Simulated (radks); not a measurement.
The mercury ion Hg+, 79 electrons, occupied as [Xe] 4f14 5d10 6s1. Method: Dirac Kohn-Sham, BLYP, spin-unpolarised, spherical densities, point nucleus; computed with a radial shooting solver on a logarithmic mesh with Libxc functionals.

Spin-orbit splittings of the eigenvalues, e(l+1/2) - e(l-1/2), with zeta = 2 splitting/(2l+1) and mean radii in bohr:

| shell | occ. | splitting (eV) | zeta (eV) | <r> j=l-1/2 | <r> j=l+1/2 |
|---|---|---|---|---|---|
| 2p | 6 | 1949 | 1299 | 0.05692 | 0.06559 |
| 3p | 6 | 431.6 | 287.7 | 0.1704 | 0.1863 |
| 3d | 10 | 92.46 | 36.99 | 0.1621 | 0.1670 |
| 4p | 6 | 104.3 | 69.51 | 0.4011 | 0.4354 |
| 4d | 10 | ? | ? | 0.4425 | 0.4537 |
| 4f | 14 | 4.193 | 1.198 | 0.4794 | 0.4861 |
| 5p | 6 | 18.32 | 12.22 | 0.9717 | 1.069 |
| 5d | 10 | 1.873 | 0.7491 | 1.440 | 1.502 |

Estimate the 4d splitting.

Answer. 19.43 eV (zeta = 7.772 eV).
